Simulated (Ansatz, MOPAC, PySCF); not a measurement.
Bond stretch in AlMg (anion, charge -1), lowest singlet found (which spin is the ground state isn't settled by this scan). Each curve is given relative to its own lowest point between 2.38 and 2.86 Å, where full CI is lowest.

```tsv
R / Å	A	B	C
1.88	131.9	29.3	125.6
2.03	76.8	40.5	73.6
2.16	44.9	36.7	43.6
2.27	26.5	27.3	26.4
2.38	14.2	16.7	14.8
2.49	6.5	8.0	7.3
2.55	3.7	4.6	4.7
2.66	0.8	0.8	1.4
2.74	0.0	0.0	0.0
2.86	0.2	1.3	1.2
```

Energies in mEh.

### Question
Assign the columns to these levels of theory: AM1, restricted, heats of formation (MOPAC); restricted MP2 (frozen core)/3-21G (PySCF); CCSD on UHF/aug-cc-pVDZ, frozen core (Ansatz, a quantum-chemistry and plane-wave program).

### Answer
A is RMP2/3-21G; B is AM1; C is UCCSD.

The scan ran from 1.88 to 8.84 Å; beyond the distances shown full CI changes its symmetry label. The restricted form behind AM1, RMP2/3-21G keeps the bonding electrons paired and can't separate into open-shell fragments. Where the anion isn't bound against loss of the electron, the finite basis alone holds it. The unrestricted determinant behind UCCSD is spin-contaminated at 1.88 to 2.86 Å (<S²> up to 1.7, against 0.00 for a pure singlet).
